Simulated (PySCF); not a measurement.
# Two-component Hartree-Fock for Hf⁴⁷⁺ (hafnium, charge +47)

Start: [Ar] 3d7; 3d3/2 filled at m_j = -3/2, -1/2, +1/2, +3/2; 3d5/2 filled at m_j = +1/2, +3/2, +5/2. Calculated with PySCF 2.14 in an uncontracted even-tempered set (15 s from 12 bohr⁻², ratio 2.8; 13 p from 15 bohr⁻², ratio 2.8; 8 d from 15 bohr⁻², ratio 2.8; 3 f from 54 bohr⁻², ratio 3): generalised Hartree-Fock with the X2C-1e Hamiltonian and a Gaussian nucleus; one run each with spin-orbit coupling (SO) switched off, then screened by Boettger's factors.

```json
{"spinor shell": "1s1/2", "electrons": "2", "ε, spin-free (eV)": "-68359.5", "ε, screened SO (eV)": "-68339.0", "weight of nominal j (screened SO)": "1.000", "rms radius, screened SO (bohr)": "0.0215"}
{"spinor shell": "2s1/2", "electrons": "2", "ε, spin-free (eV)": "-13970.8", "ε, screened SO (eV)": "-13963.2", "weight of nominal j (screened SO)": "1.000", "rms radius, screened SO (bohr)": "0.0865"}
{"spinor shell": "2p1/2", "electrons": "2", "ε, spin-free (eV)": "-12595.1", "ε, screened SO (eV)": "-13455.1", "weight of nominal j (screened SO)": "1.000", "rms radius, screened SO (bohr)": "0.0737"}
{"spinor shell": "3s1/2", "electrons": "2", "ε, spin-free (eV)": "-5018.9", "ε, screened SO (eV)": "-5016.5", "weight of nominal j (screened SO)": "1.000", "rms radius, screened SO (bohr)": "0.216"}
{"spinor shell": "3p1/2", "electrons": "2", "ε, spin-free (eV)": "-4595.6", "ε, screened SO (eV)": "-4806.9", "weight of nominal j (screened SO)": "0.999", "rms radius, screened SO (bohr)": "0.206"}
{"spinor shell": "3p3/2", "electrons": "4", "ε, spin-free (eV)": "-4595.6", "ε, screened SO (eV)": "-4506.3", "weight of nominal j (screened SO)": "1.000", "rms radius, screened SO (bohr)": "0.220"}
{"spinor shell": "3d3/2", "electrons": "4", "ε, spin-free (eV)": "-4152.0", "ε, screened SO (eV)": "-4185.2", "weight of nominal j (screened SO)": "0.990", "rms radius, screened SO (bohr)": "0.191"}
{"spinor shell": "3d5/2", "electrons": "3", "ε, spin-free (eV)": "-4152.0", "ε, screened SO (eV)": "-4124.9", "weight of nominal j (screened SO)": "0.991", "rms radius, screened SO (bohr)": "0.194"}
```

**Question.** Where does 2p3/2 lie, and what is the 2p spin-orbit splitting (screened SO)?

**Answer.** At -12238.3 eV, 1216.8 eV above 2p1/2.

| quantity | spin-free | screened SO |
| --- | --- | --- |
| E (hartree) | -13324.08902 | -13341.87761 |
| M_J | 9/2 | 9/2 |
| ⟨J²⟩ | 24.750 | 24.750 |
| ⟨L²⟩ | 12.000 | 15.832 |
| ⟨S²⟩ | 3.750 | 2.576 |

Each row is a mean over spinors that exchange with the open shell spreads, by up to 40.815 eV (3p3/2).

Breit and QED terms are absent; they matter most for the inner s and p1/2 levels.

Densities and radii are taken from the X2C orbitals without a picture-change correction, which distorts them close to the nucleus.

Without spin-orbit coupling the j labels of p, d and f shells carry no meaning; the spin-free column gives the mean over the occupied spinors of each nl shell.
